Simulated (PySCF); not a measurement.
Al(H)(F)(NMe2) (C2H7AlFN), SMILES C[N](C)[AlH][F]. The structure is a stationary point at PBE-D3(BJ)/def2-SVP. One conformer was computed; it need not be the lowest.

Question: Give the equilibrium geometry at PBE-D3(BJ)/def2-SVP (PySCF confirms it by a frequency run) as a Z-matrix, and its point group. (Estimate from the structure and the level; the computed values follow.)

Answer: One answer among several that fit: point group Cs.
```
N
C 1 1.4507
H 2 1.1102 1 110.93
H 2 1.1170 3 107.45 1 -122.70
H 2 1.1170 3 107.45 4 -114.60
C 1 1.4520 2 113.74 3 180.00
H 6 1.1085 1 110.62 2 180.00
H 6 1.1168 7 107.78 1 -122.53
H 6 1.1168 7 107.78 8 -114.94
Al 1 1.7876 2 122.39 3 0.00
F 10 1.6821 1 117.13 2 180.00
H 10 1.5838 11 121.04 7 180.00
```
Charge 0, spin multiplicity 1.
